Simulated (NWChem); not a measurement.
Molecule: BNH$_{3}$OF; SMILES NB(O)F

```xyz
7

B     -0.0067    -0.0144     0.0000
F      1.1941    -0.6511     0.0000
O     -1.1664    -0.7514     0.0000
H     -0.9699    -1.7038     0.0000
N     -0.0426     1.3951     0.0000
H     -0.9150     1.9185     0.0000
H      0.8014     1.9624     0.0000
```
Atoms are numbered in this order, from 1.

Program: NWChem. Structure relaxed at the PBE-D3(BJ)/def2-SVP level. Level SCAN/def2-SVP: energy and gradient on several grids; changes count from the extra-fine grid, which is no exact limit either.

```json
[
 {"grid": "xcoarse", "size of the energy change (μHa)": "6000", "largest change of a gradient component (μHa/bohr)": "5000", "time, medium = 1 (rough)": "about 1"},
 {"grid": "coarse", "size of the energy change (μHa)": "4000", "largest change of a gradient component (μHa/bohr)": "3000", "time, medium = 1 (rough)": "about 1"},
 {"grid": "medium", "size of the energy change (μHa)": "2000", "largest change of a gradient component (μHa/bohr)": "2000", "time, medium = 1 (rough)": "about 1"},
 {"grid": "fine", "size of the energy change (μHa)": "400", "largest change of a gradient component (μHa/bohr)": "500", "time, medium = 1 (rough)": "about 1"},
 {"grid": "xfine", "size of the energy change (μHa)": "< 10", "largest change of a gradient component (μHa/bohr)": "< 30", "time, medium = 1 (rough)": "2"}
]
```
